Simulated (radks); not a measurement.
Task: The mean radii <r> (bohr) of the occupied orbitals of an atom or ion are listed with their occupations. Calculated with a radial shooting solver on a logarithmic mesh with Libxc functionals: Dirac Kohn-Sham, XLYP, spin-unpolarised, spherical densities, finite nucleus; Fermi nuclear charge, rms radius of each element as measured or else 0.836 A^(1/3) + 0.57 fm.

orbital  occ.      <r>
1s1/2       2  0.03111
2s1/2       2   0.1345
2p1/2       2   0.1141
2p3/2       4   0.1192
3s1/2       2   0.3684
3p1/2       2   0.3601
3p3/2       4   0.3710
3d3/2       4   0.3438
3d5/2       6   0.3473
4s1/2       2   0.9118
4p1/2       2   0.9793
4p3/2       4    1.011
4d3/2       4    1.380
4d5/2       6    1.403

Name the element and its charge. Open shells, if any, fill j = l - 1/2 first.

Result: Z = 47, silver, charge +1: Ag+ in [Kr] 4d10. The 1s radius gives Z: for a bare nucleus <r> = (2 gamma + 1)/(2Z) with gamma = sqrt(1 - (Z/c)^2), 0.03062 bohr for Z = 47, and screening makes it slightly larger (0.03111 here). The occupations add up to 46, and the charge is Z minus that.
